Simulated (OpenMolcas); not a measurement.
# W4+: moving or changing the point charges

W4+ among 6 point charges of -1.7 e arranged as a trigonal antiprism (D3d), 1.92 Å from the ion, with a polar angle of 52.0° against the regular 54.74°.

| Item | Value |
| --- | --- |
| Program | OpenMolcas 26.06 |
| Method | CASSCF |
| Basis | ANO-RCC-VDZP [7s6p4d2f1g] |
| Scalar Hamiltonian | DKH2, point nucleus |
| Active space | 2 electrons in 5 orbitals (5d) |
| State averaging | 2S+1 = 3 even, 10 roots; 2S+1 = 1 even, 15 roots |
| Spin-orbit coupling | RASSI with atomic mean-field integrals over the reference wave functions |

Runs around this geometry, states (labels of D3, the rotations of D3d). Energies in cm-1 above the lowest state or level, χT in cm3 K/mol.

| R (Å) | q (e) | Polar angle / regular | Ground state | First state of that spin | First gap with spin-orbit (degeneracies) | χT at 300 K | First state of another spin |
| --- | --- | --- | --- | --- | --- | --- | --- |
| 1.92 | -1.1 | 0.95 | 3A2 | 3E 684.7 | 848.5 (2, 1) | 0.058 | 1E 10699 |
| 1.92 | -1.7 | 0.95 | 3A2 | 3E 1559 | 301.7 (2, 1) | 0.068 | 1E 10053 |
| 2.07 | -1.7 | 0.95 | 3A2 | 3E 1053 | 651.9 (2, 1) | 0.055 | 1E 10460 |
| 1.92 | -1.7 | 1.03 | 3E | 3A2 1044 | 677.8 (2, 2) | 0.051 | 1A1 10251 |

Taking the first state of the same spin as R^-n, n = -ln(1053 / 1559) / ln(2.07 / 1.92) = 5.2 between the shortest and longest distance.

Scaling the charges by -1.1 / -1.7 = 0.65 scales the first state of the same spin by 684.7 / 1559 = 0.44; with fixed orbitals a first-order splitting would follow the charge.

The ground state changes within this set.

Without dynamic correlation the repulsion within the d shell is too large (B by tens of per cent), so at a given field states of lower spin stand too high. Spin-orbit coupling mixes the spin-free states strongly: the lowest level takes only 51 % from its leading state, 3E, which lies 685 cm-1 above the lowest spin-free state (figures for R = 1.92, q = -1.1, ratio = 0.95; the like holds for R = 1.92, q = -1.7, ratio = 0.95, R = 2.07, q = -1.7, ratio = 0.95, R = 1.92, q = -1.7, ratio = 1.03). An orbital doublet at a regular site is open to a Jahn-Teller distortion, which this geometry leaves out (holds for R = 1.92, q = -1.7, ratio = 1.03). This is an electrostatic model: the charges have no orbitals. No measured value stands beside these numbers.
